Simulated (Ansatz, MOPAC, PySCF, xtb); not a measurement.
Bond stretch in SeLi (cation, charge +1), lowest triplet found (which spin is the ground state isn't settled by this scan).

- UKS-B3LYP/6-31G* = unrestricted B3LYP/6-31G*, spherical d run with PySCF
- PM3, unrestricted, heats of formation (MOPAC)
- GFN1-xTB (xtb)
- FCI = full CI/aug-cc-pVDZ, cores with 3d frozen (Ansatz, a program for electronic structure)

Energies relative to the lowest point of each curve between 2.15 and 3.14 Å, where full CI is lowest, in kcal/mol; the last columns give the difference from FCI:

| R / Å | UKS-B3LYP/6-31G* | PM3 | GFN1-xTB | FCI | UKS-B3LYP/6-31G* − FCI | PM3 − FCI | GFN1-xTB − FCI |
|---|---|---|---|---|---|---|---|
| 1.78 | 58.1 | 47.9 | 45.2 | 64.7 | -6.5 | -16.7 | -19.4 |
| 1.94 | 29.5 | 32.1 | 15.7 | 34.0 | -4.5 | -1.9 | -18.3 |
| 2.05 | 17.6 | 23.5 | 6.7 | 20.9 | -3.4 | 2.6 | -14.2 |
| 2.15 | 10.3 | 17.1 | 2.6 | 12.8 | -2.5 | 4.3 | -10.3 |
| 2.26 | 5.2 | 11.4 | 0.6 | 6.9 | -1.8 | 4.5 | -6.4 |
| 2.37 | 2.1 | 7.0 | 0.0 | 3.3 | -1.1 | 3.7 | -3.3 |
| 2.41 | 1.4 | 5.7 | 0.0 | 2.3 | -0.9 | 3.4 | -2.3 |
| 2.51 | 0.3 | 3.1 | 0.5 | 0.8 | -0.5 | 2.3 | -0.3 |
| 2.57 | 0.0 | 2.0 | 0.9 | 0.3 | -0.3 | 1.7 | 0.6 |
| 2.66 | 0.0 | 0.9 | 1.7 | 0.0 | 0.0 | 0.9 | 1.7 |
| 2.81 | 0.7 | 0.0 | 3.6 | 0.4 | 0.4 | -0.4 | 3.2 |
| 2.96 | 2.1 | 0.1 | 5.8 | 1.4 | 0.6 | -1.4 | 4.3 |
| 3.14 | 4.0 | 0.9 | 8.6 | 3.2 | 0.8 | -2.3 | 5.4 |
| 3.35 | 6.4 | 2.2 | 11.8 | 5.4 | 1.0 | -3.2 | 6.4 |
| 3.65 | 9.6 | 4.3 | 15.9 | 8.4 | 1.2 | -4.1 | 7.4 |
| 3.99 | 12.6 | 6.4 | 20.0 | 11.3 | 1.3 | -4.9 | 8.7 |
| 4.38 | 15.2 | 8.0 | 24.2 | 13.7 | 1.4 | -5.7 | 10.5 |
| 4.92 | 17.4 | 9.2 | 28.6 | 15.9 | 1.5 | -6.7 | 12.7 |
| 5.45 | 18.7 | 9.8 | — | 17.2 | 1.6 | -7.4 | — |
| 6.24 | 19.8 | 10.1 | — | 18.2 | 1.6 | -8.1 | — |
| 7.21 | 20.4 | 10.3 | — | 18.9 | 1.5 | -8.6 | — |
| 8.48 | 20.8 | 10.5 | — | 19.3 | 1.5 | -8.8 | — |

UKS-B3LYP/6-31G* is furthest from FCI at 1.78 (-6.5 kcal/mol, below); its mean absolute difference over the points is 1.6 kcal/mol.

PM3 is furthest from FCI at 1.78 (-16.7 kcal/mol, below); its mean absolute difference over the points is 4.7 kcal/mol.

GFN1-xTB is furthest from FCI at 1.78 (-19.4 kcal/mol, below); its mean absolute difference over the points is 7.5 kcal/mol.

A dash means that the run gave no value there, or that the column was ended at a point which the program doubted or which failed a test of continuity chosen for this set; such a test can also cut sound points.
